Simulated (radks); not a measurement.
Results of a calculation; reference values are marked as such.
All-electron atom: Tc33+ in [Ne] (the NIST ground configuration). Code: a radial shooting solver on a logarithmic mesh with Libxc functionals. Model: Dirac Kohn-Sham, exchange-only PBE, spin-unpolarised, spherical densities, finite nucleus; Fermi nuclear charge, rms radius 4.4112 fm.

Unscreened Slater integrals over Kohn-Sham orbitals (hartree). Large and small components are both included.

integral,value
"F0(2p3/2,2p3/2)",7.0792
"F2(2p3/2,2p3/2)",3.3767
"F0(2p3/2,2p1/2)",7.2033
"G2(2p3/2,2p1/2)",3.3596
"F0(2p3/2,2s1/2)",6.5291
"G1(2p3/2,2s1/2)",3.6959
"F0(2p3/2,1s1/2)",9.6130
"G1(2p3/2,1s1/2)",1.7310
"F0(2p1/2,2p1/2)",7.3362
"F0(2p1/2,2s1/2)",6.6219
"G1(2p1/2,2s1/2)",3.6557
"F0(2p1/2,1s1/2)",10.024
"G1(2p1/2,1s1/2)",1.8099
"F0(2s1/2,2s1/2)",6.1791
"F0(2s1/2,1s1/2)",8.7313
"G0(2s1/2,1s1/2)",0.89576
"F0(1s1/2,1s1/2)",27.512
